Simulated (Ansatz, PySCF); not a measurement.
C3H4O2Si, SMILES C#C[SiH2]C(=O)O. Atoms are numbered in the order given.

```xyz
10

C     -2.4013     1.6302    -0.2518
C     -1.6748     0.6980     0.0366
Si    -0.5787    -0.6993     0.4680
C      1.2691    -0.3402     0.0592
O      2.1202    -1.1612     0.2860
O      1.5300     0.8536    -0.4800
H     -3.0411     2.4564    -0.5079
H     -0.6395    -0.9792     1.9283
H     -0.9521    -1.9141    -0.3062
H      2.4917     0.8901    -0.6297
```

Geometry optimised at PBE0-D3(BJ)/def2-SVP. The structure was generated by enumeration, and PubChem lists no compound with its InChIKey, so it may never have been made. The values are those of a single conformer.

Two levels are set side by side: PBE-D3(BJ)/def2-SVP (Ansatz, a quantum-chemistry and plane-wave program) and PBE0-D3(BJ)/def2-SVP (Ansatz). Each level has its own optimised geometry; the coordinates shown are those of the second. Frequencies come from the Hessian of PySCF at each geometry. Differences are taken from unrounded values.

```tsv
quantity	PBE0-D3(BJ)
mean bond length (Å)	1.393
bond C1–C2 (Å)	1.217
bond C2–Si3 (Å)	1.828
bond Si3–C4 (Å)	1.926
bond C4–O5 (Å)	1.204
bond C4–O6 (Å)	1.336
bond C1–H7 (Å)	1.076
bond Si3–H8 (Å)	1.488
bond Si3–H9 (Å)	1.488
bond O6–H10 (Å)	0.974
highest harmonic wavenumber (cm⁻¹)	3738
mean harmonic wavenumber (cm⁻¹)	1117
zero-point energy (kcal/mol)	38.33
```

Question: What does PBE-D3(BJ) give, and how far is it from PBE0-D3(BJ)? (Estimate from the structure and the level; the computed values follow.)

Answer: 
```tsv
quantity	PBE-D3(BJ)	PBE-D3(BJ) minus PBE0-D3(BJ)
mean bond length (Å)	1.404	0.011
bond C1–C2 (Å)	1.229	0.012
bond C2–Si3 (Å)	1.832	0.004
bond Si3–C4 (Å)	1.937	0.011
bond C4–O5 (Å)	1.217	0.013
bond C4–O6 (Å)	1.353	0.017
bond C1–H7 (Å)	1.083	0.007
bond Si3–H8 (Å)	1.499	0.011
bond Si3–H9 (Å)	1.499	0.011
bond O6–H10 (Å)	0.987	0.013
highest harmonic wavenumber (cm⁻¹)	3539	-198
mean harmonic wavenumber (cm⁻¹)	1071	-46
zero-point energy (kcal/mol)	36.75	-1.57
```

Exact exchange shortens and stiffens bonds; PBE has none. Differences between two approximate levels are no errors against the true value.
